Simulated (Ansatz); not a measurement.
Species: C4H3O2, charge 0, multiplicity 2. It need not be the lowest isomer of its formula. SMILES: Oc1o[c]cc1
Coordinates optimised at B3LYP-D3(BJ)/def2-TZVP (Ansatz, a first-principles code):
```xyz
9

O      1.8238     0.4516    -0.5597
C      0.5665     0.2371    -0.1665
C     -0.5910     0.8836    -0.4692
C     -1.6415     0.1118     0.1364
C     -1.0347    -0.9924     0.6451
O      0.3199    -0.8937     0.5614
H      2.4320    -0.0137     0.0302
H     -0.6840     1.7723    -1.0687
H     -2.6930     0.3375     0.1506
```
Charge 0, spin multiplicity 2.

Quantity: atomisation energy (electronic, to ground-state atoms), in eV. Correlated levels leave the core frozen unless marked. Open shells are spin-unrestricted. Spin-orbit coupling is left out. Non-relativistic unless marked X2C. The coupled-cluster limit lacks core correlation, which all-electron functionals hold. Basis-set limits of correlation are two-point, X^-3; Hartree-Fock from the larger set. The bracket is a focal-point correction in the basis named.

```tsv
level	program	atomisation energy (eV)
HF/6-31G*	Ansatz	28.25
HF/cc-pVDZ	Ansatz	27.88
HF/cc-pVTZ	Ansatz	28.56
PBE/def2-TZVPD	Ansatz	44.17
revPBE-D3(BJ)/def2-TZVPD	Ansatz + dftd3	42.64
B97M-V/def2-TZVPD	Ansatz	42.13
PBE0/def2-TZVPD	Ansatz	42.62
BHLYP-D3(BJ)/def2-TZVPD	Ansatz + dftd3	39.81
B2GP-PLYP/def2-TZVPD	Ansatz	41.37
RPA@PBE/cc-pVTZ	Ansatz	38.21
MP2/STO-3G	Ansatz	36.79
MP2/6-31G	Ansatz	34.41
MP2/cc-pVDZ	Ansatz	39.30
RI-MP2/cc-pVTZ	Ansatz	41.68
RI-MP2/CBS(cc-pVTZ,cc-pVQZ)	Ansatz	42.94
SCS-MP2/STO-3G	Ansatz	36.72
SCS-MP2/6-31G*	Ansatz	38.30
CCSD/cc-pVQZ	Ansatz	40.19
X2C-CCSD(T)/cc-pVTZ-DK	Ansatz	40.50
RI-MP2/CBS(cc-pVTZ,cc-pVQZ)+[CCSD(T)-MP2]/cc-pVTZ	Ansatz	41.81
CCSD(T)/CBS(cc-pVTZ,cc-pVQZ)	Ansatz	41.81
```

The UHF reference is spin-contaminated (<S^2> 0.36 over the pure value in the largest basis).
